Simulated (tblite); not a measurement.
C₅H₇NO₃Si.
Z-matrix (Å and degrees, GFN2-xTB geometry), rows numbered from 1:
```
O 
C   1  1.1972
O   2  1.3057  1  125.45
Si  3  1.6792  2  121.60  1     1.13
O   4  1.6102  3  112.43  2    41.56
N   4  1.7286  3  103.24  2   156.90
C   6  1.3749  4  128.08  3    21.32
C   7  1.3585  6  109.33  4   173.96
C   8  1.4178  7  107.04  6    -0.44
C   9  1.3582  8  106.93  7    -0.01
H   2  1.1031  1  123.25  3   179.74
H   4  1.4564  3  106.66  2   -83.59
H   5  0.9582  4  119.75  3   -46.26
H   7  1.0713  6  120.10  4    -6.51
H   8  1.0724  7  126.67  6   179.42
H   9  1.0723  8  126.30  7   179.81
H  10  1.0705  6  119.65  4     6.37
```

Computed values, GFN2-xTB/tblite, gas phase, harmonic and unscaled. Errors from tens to a few hundred cm⁻¹ against measured bands are possible. Modes of hydrogen on silicon can be 10 to 20 % off. One conformer, not necessarily the lowest.

Harmonic wavenumbers (cm⁻¹): 28.1, 37.7, 86.8, 107.8, 147.8, 192.6, 205.5, 260.2, 336.3, 390.5, 498.6, 575.3, 586.4, 653.1, 693.0, 709.7, 748.8, 775.4, 783.1, 820.9, 825.1, 836.8, 841.6, 923.4, 949.6, 959.2, 1077.3, 1080.7, 1099.2, 1192.0, 1212.2, 1266.7, 1317.0, 1358.8, 1405.0, 1476.8, 1574.1, 1768.0, 2333.4, 2828.7, 3156.0, 3163.4, 3174.3, 3183.0, 3589.9.

A = 3233, B = 696.1, C = 594.5 MHz; mass 157.020 u (most abundant isotopes); point group C1, symmetry number 1.

Problem. What is the zero-point energy?

Solution. Half the sum of the wavenumbers: 25615 cm⁻¹ = 73.24 kcal/mol.

Problem. Entropy at 350 K, 1 bar (ideal gas, RRHO, classical rotation)?

Solution. Translation 41.89, rotation 30.34, vibration 39.60: S = 111.8 cal/(mol K).

Problem. And Cp and H(350 K) − H(0)?

Solution. Cp = 45.22 cal/(mol K), of which vibrations give 37.27 (their classical limit is 45 R = 89.4); H(350 K) − H(0) = 9.56 kcal/mol without the zero-point energy, 6.78 from vibrations.

Problem. Which modes carry the vibrational entropy at 350 K?

Solution. 28.1 cm⁻¹: 6.28; 37.7 cm⁻¹: 5.69; 86.8 cm⁻¹: 4.05; 107.8 cm⁻¹: 3.62; 147.8 cm⁻¹: 3.01; 192.6 cm⁻¹: 2.50 cal/(mol K); the other 39 give 14.45 together.

Problem. What must be added to the electronic energy to get the Gibbs energy at 350 K and 1 bar?

Solution. ZPE + [H(350 K) − H(0)] − T·S = 73.24 + 9.56 − 39.14 = 43.66 kcal/mol.

Hindered rotation and anharmonicity are outside this model. Other conformers, if any are populated, would add a mixing term that is left out. The structure is chiral; the term R ln 2 for an equal mix with its mirror image is left out.
